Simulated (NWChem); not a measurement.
System: MgNH2F; SMILES [Mg]([F])[NH2]

The following NWChem deck was run.

```
start job
memory heap 200 mb stack 900 mb global 1100 mb
geometry units angstroms noautosym nocenter noautoz
  Mg    -0.141412     0.308495    -0.000138
  F      0.235565     2.030765    -0.000240
  N     -0.542125    -1.527998    -0.000061
  H     -0.661000    -2.120725    -0.816317
  H     -0.681490    -2.117083     0.815731
end
basis spherical
  * library def2-svpd
end
dft
  xc pbe0
  iterations 150
end
property
  response 1 0.0
end
task dft property
```

All runs use the structure optimised with PBE0/def2-SVP.

Static field.

### Question
What results follow from this input? (PBE0/def2-SVPD.) Quantities: isotropic polarisability (bohr³); anisotropy (bohr³).

### Answer
The isotropic polarisability (bohr³) comes out as 30.3 and the anisotropy (bohr³) comes out as 6.7.
